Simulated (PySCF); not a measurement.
**Gas-phase XPS of `N#CCS[SiH3]`, computed**

C2H5NSSi.
Geometry (GFN2-xTB, Å), atoms numbered from 1 in this order:
```
atom  x, y, z in Å
N1    -1.539    1.756   -1.128
C2    -1.477    0.757   -0.574
C3    -1.345   -0.494    0.109
S4     0.181   -1.371   -0.434
Si5    1.706    0.033    0.150
H6    -1.300   -0.341    1.189
H7    -2.176   -1.155   -0.142
H8     2.918   -0.721   -0.105
H9     1.481    0.305    1.567
H10    1.559    1.235   -0.655
```

Level of theory: delta-SCF UKS SCAN, pcX-2 on the ionised atom, pcseg-1 elsewhere, spin-free X2C (PySCF). These are vertical core ionisation energies against the vacuum level, from separate self-consistent calculations with and without the core hole.

What binding energy does each computed site have?

| atom(s) | environment | level | binding energy (eV) | 2p1/2 (eV) | above the level's lowest (eV) | count |
| --- | --- | --- | --- | --- | --- | --- |
| S4 | sulfur bonded to C and Si | S 1s | 2477.18 | – | 0.00 | 1 |
| Si5 | SiH3 silicon | Si 1s | 1847.26 | – | 0.00 | 1 |
| N1 | nitrile nitrogen | N 1s | 405.17 | – | 0.00 | 1 |
| C3 | sp3 carbon bound to sulfur | C 1s | 292.93 | – | +0.48 | 1 |
| C2 | nitrile carbon | C 1s | 292.45 | – | 0.00 | 1 |
| Si5 | SiH3 silicon | Si 2p3/2 | 107.51 | 108.14 | 0.00 | 1 |

The listed C 1s values span 0.48 eV, from C2 (bonded to N (triple bond) and C) to C3 (bonded to S, C and 2 H).

Which photon energy gives electrons from C 1s of C2 a kinetic energy of 200 eV, and what is their de Broglie wavelength?

hν = 292.45 + 200 = 492.45 eV, recoil neglected; λ = 12.264 Å/√(E/eV) = 0.87 Å.

Which effective nuclear charge Zeff reproduces each element's mean 1s value in the hydrogen-like formula E = 13.606 eV × Zeff²?

C (Z = 6): mean 292.7 eV, Zeff = 4.64, Z − Zeff = 1.36; N (Z = 7): mean 405.2 eV, Zeff = 5.46, Z − Zeff = 1.54; Si (Z = 14): mean 1847.3 eV, Zeff = 11.65, Z − Zeff = 2.35; S (Z = 16): mean 2477.2 eV, Zeff = 13.49, Z − Zeff = 2.51. Means run over the listed sites, weighted by atom count.

Not every level is listed. Spin–orbit coupling isn't in the SCF: each 2p doublet comes from a relaxed spin-free hole plus a matrix of the shell (mean-field spin–orbit coupling and the ground-state 2p splitting), with 2p3/2 averaged over its two sublevels. 2p1/2 minus 2p3/2 (ligand field included): Si 0.62 eV. Isolated species at its GFN2-xTB geometry (one conformer only).

Time: 65 s of wall time; peak memory 0.53 GiB. Hardware: AMD EPYC, one thread, no GPU (shared host).
